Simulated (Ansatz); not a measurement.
WS4⁺. Charge 1, multiplicity 2. Geometry PBE-D4/def2-SVP; atoms count from 1.

```xyz
5

W    -0.438    0.103   -0.488
S    -0.997    2.045    0.185
S    -1.877   -1.269    0.274
S     1.360   -0.336    0.978
S     1.952   -0.542   -0.950
```

In the def2 sets W takes a core potential; there is no spin–orbit coupling. The structure comes from a short search, and lower isomers may exist.

**Question.** Estimate the Mulliken populations from the PBE0/def2-TZVP orbitals of Ansatz.

**Answer.** 
```tsv
atom	charge (e)	spin (α − β)	d electrons
W1	0.90	-0.15	4.19
S2	-0.03	0.06	–
S3	-0.03	0.06	–
S4	0.14	0.52	–
S5	0.03	0.50	–
```
Mulliken values depend strongly on the basis.

**Question.** Where does the spin sit?

**Answer.** Summed by element: W -0.15, S 1.15, of 1 unpaired in all. Largest on single atoms: S4 0.52, S5 0.50, W1 -0.15.

**Question.** And the Mayer bond orders between heavy atoms (over 0.3)?

**Answer.** W1–S2 2.26 (2.13 Å); W1–S3 2.26 (2.13 Å); W1–S4 0.93 (2.36 Å); W1–S5 0.68 (2.52 Å); S4–S5 1.51 (2.03 Å).
